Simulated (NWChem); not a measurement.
**Correlation energy of IIn**

```
In
I 1 2.8214
```
Charge 0, spin multiplicity 1.

All runs are NWChem calculations. The geometry was optimised at B3LYP/def2-SVP with def2 effective core potentials on In, I, a minimum by its harmonic frequencies.

Basis set: def2-TZVP. Each correlation energy counts from its own Hartree-Fock reference.

Effective core potentials replace the inner electrons of In, I; spin-orbit coupling is left out. The correlated methods keep 8 core orbitals frozen. The structure started from a generated list of species. No row is a measurement; the coupled-cluster row has its own basis-set and correlation limits.

Q: One of these methods gave a correlation energy of -722.1 mHa. Which?
(A) CCSD
(B) SCS-MP2
(C) CR-CCSD[T]
(D) MP2

A: A, CCSD. The others give -736.4 (CR-CCSD[T]), -670.6 (SCS-MP2), -757.9 (MP2).
